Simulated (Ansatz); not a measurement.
Relaxation of CH5BCl2O (10 atoms, charge 0, multiplicity 1), to a largest force component of 0.03 eV/Å in at most 50 steps.

Method: RKS PBE-D4/6-31G* in Ansatz.

```xyz
10
Properties=species:S:1:pos:R:3
B 0.179 -0.468 -0.515
H -0.239 -0.099 1.819
Cl 1.559 0.628 -0.573
Cl -1.430 0.114 -0.985
O 0.421 -1.775 -0.158
C -0.618 -2.765 -0.123
H -0.121 -3.743 -0.041
H -1.267 -2.607 0.755
H -1.235 -2.734 -1.037
H 0.033 -0.757 1.778
```

Question: Where does it end, and by what steps?

Answer: The forces met the threshold. The force dipped under the threshold on the way, but the program's further checks kept it going. After 14 steps the energy has fallen by 0.216 eV; H2 moved furthest, 0.77 Å.

| step | energy less start (eV) | largest force component (eV/Å) | accepted |
| --- | --- | --- | --- |
| 0 | 0.0000 | 1.396 | yes |
| 1 | -0.1370 | 0.503 | yes |
| 2 | -0.1837 | 0.357 | yes |
| 3 | -0.2048 | 0.246 | yes |
| 4 | -0.2100 | 0.137 | yes |
| 5 | -0.2118 | 0.054 | yes |
| 6 | -0.2126 | 0.068 | yes |
| 7 | -0.2131 | 0.168 | yes |
| 8 | -0.2121 | 0.285 | no |
| 9 | -0.2144 | 0.061 | yes |
| 10 | -0.2155 | 0.018 | yes |
| 11 | -0.2086 | 0.412 | no |
| 12 | -0.2157 | 0.041 | yes |
| 13 | -0.2144 | 0.152 | no |
| 14 | -0.2161 | 0.017 | yes |

```xyz
10
Properties=species:S:1:pos:R:3
B 0.222 -0.520 -0.781
H -0.461 -0.187 2.549
Cl 1.619 0.549 -0.944
Cl -1.402 0.089 -1.172
O 0.444 -1.782 -0.362
C -0.608 -2.745 -0.188
H -0.122 -3.711 0.008
H -1.242 -2.466 0.670
H -1.233 -2.815 -1.093
H 0.064 -0.620 2.231
```

Whether the end is a true minimum wasn't checked by a vibrational analysis.

The run took 15 s on 2 threads of Intel(R) Xeon(R) 6975P-C (Granite Rapids), on a shared host, peak memory 0.17 GiB.
